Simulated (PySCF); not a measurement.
(E)-2-chloro-1,3,3-trifluoroprop-1-ene (C3H2ClF3), SMILES F/C=C(/Cl)C(F)F. Atoms are numbered in the order given.

```xyz
9

F      0.8781    -2.1214     0.3899
C      1.2293    -0.8447     0.3313
C      0.3983     0.1367    -0.0378
Cl     0.9865     1.7764    -0.0548
C     -1.0485     0.0098    -0.4425
F     -1.3922    -1.2836    -0.6286
F     -1.8496     0.5249     0.5267
H      2.2707    -0.6597     0.6092
H     -1.2421     0.5695    -1.3752
```
Charge 0, spin multiplicity 1.

Coordinates come from a B3LYP-D3(BJ)/def2-SVP optimisation. One conformer was computed; it need not be the lowest.

Two levels are set side by side: PBE/pcSseg-1 (PySCF) and HF/pcSseg-1 (PySCF). GIAO shifts against CFCl3 (¹⁹F), HCl (³⁵Cl), TMS (¹H), TMS (¹³C) at the same level; non-relativistic, no solvent, atoms listed together averaged. Without spin–orbit terms, shifts of atoms bonded to Cl or Br come out too high at both levels. Differences are taken from unrounded values.

```
quantity                 PBE
--------------------  ------
δ(¹⁹F) of F1 (ppm)    -123.6
δ(¹³C) of C2 (ppm)     159.9
δ(¹³C) of C3 (ppm)     129.8
δ(³⁵Cl) of Cl4 (ppm)   180.3
δ(¹³C) of C5 (ppm)     124.2
δ(¹H) of H8 (ppm)       7.30
δ(¹H) of H9 (ppm)       6.51
```

Problem. These are the PBE values. What does HF give? (The exact figures need the calculation; the answer reports its results.)

Solution. 
```
quantity                 HF  PBE minus HF
--------------------  -----  ------------
δ(¹⁹F) of F1 (ppm)    -98.7         -24.9
δ(¹³C) of C2 (ppm)    161.9          -2.0
δ(¹³C) of C3 (ppm)    126.7           3.1
δ(³⁵Cl) of Cl4 (ppm)   78.2         102.1
δ(¹³C) of C5 (ppm)    104.2          20.0
δ(¹H) of H8 (ppm)      7.46         -0.16
δ(¹H) of H9 (ppm)      5.87          0.64
```

Rough cost on one machine, each run with all the roots and properties that it gave: HF against PBE within a factor of 2.
